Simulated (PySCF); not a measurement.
## Spinor energies of Ta³⁺ (tantalum, charge +3)

Start: [Xe] 4f14 5d1 6p1; 5d5/2 filled at m_j = +5/2; 6p3/2 filled at m_j = +3/2. Calculated with PySCF 2.14 in x2c-SVPall-2c with one added diffuse shell each of s, d type (8s9p10d2f, 99 functions): generalised Hartree-Fock with the X2C-1e Hamiltonian and a Gaussian nucleus; one run each with spin-orbit coupling (SO) switched off, then screened by Boettger's factors. This is a chosen level, not necessarily the ground level.

```csv
spinor shell,electrons,"ε, spin-free (eV)","ε, screened SO (eV)",weight of nominal j (screened SO),"rms radius, screened SO (bohr)"
1s1/2,2,-67809.2,-67789.6,1.000,0.0212
2s1/2,2,-11821.4,-11815.3,1.000,0.0853
2p1/2,2,-10367.3,-11273.8,1.000,0.0726
2p3/2,4,-10367.3,-9997.3,1.000,0.0799
3s1/2,2,-2798.1,-2796.1,1.000,0.218
3p1/2,2,-2357.9,-2555.6,1.000,0.210
3p3/2,4,-2357.9,-2275.9,1.000,0.225
3d3/2,4,-1838.8,-1873.9,1.000,0.199
3d5/2,6,-1838.8,-1813.7,1.000,0.203
4s1/2,2,-631.75,-631.23,1.000,0.488
4p1/2,2,-484.72,-530.58,1.000,0.497
4p3/2,4,-484.72,-465.69,1.000,0.530
4d3/2,4,-292.71,-299.77,1.000,0.557
5s1/2,2,-122.86,-122.85,1.000,1.18
5p1/2,2,-82.957,-88.776,0.994,1.36
5p3/2,4,-82.957,-80.614,0.962,1.37
4f5/2,6,-77.566,-78.451,0.974,0.714
4f7/2,8,-77.566,-76.615,0.992,0.701
5d5/2,1,-40.687,-40.282,1.000,1.96
6p3/2,1,-22.347,-22.239,1.000,4.52
```

(1) Where does 4d5/2 lie, and what is the 4d spin-orbit splitting (screened SO)?

| quantity | spin-free | screened SO |
| --- | --- | --- |
| E (hartree) | -15590.16844 | -15607.41504 |
| M_J | 4 | 4 |
| ⟨J²⟩ | 20.003 | 20.003 |
| ⟨L²⟩ | 12.003 | 12.094 |
| ⟨S²⟩ | 2.001 | 2.092 |

Each row is a mean over spinors that exchange with the open shell spreads, by up to 3.914 eV (5p3/2).

Breit and QED terms are absent; they matter most for the inner s and p1/2 levels.

Densities and radii are taken from the X2C orbitals without a picture-change correction, which distorts them close to the nucleus.

Without spin-orbit coupling the j labels of p, d and f shells carry no meaning; the spin-free column gives the mean over the occupied spinors of each nl shell.

## Answers

(1) At -287.66 eV, 12.101 eV above 4d3/2.
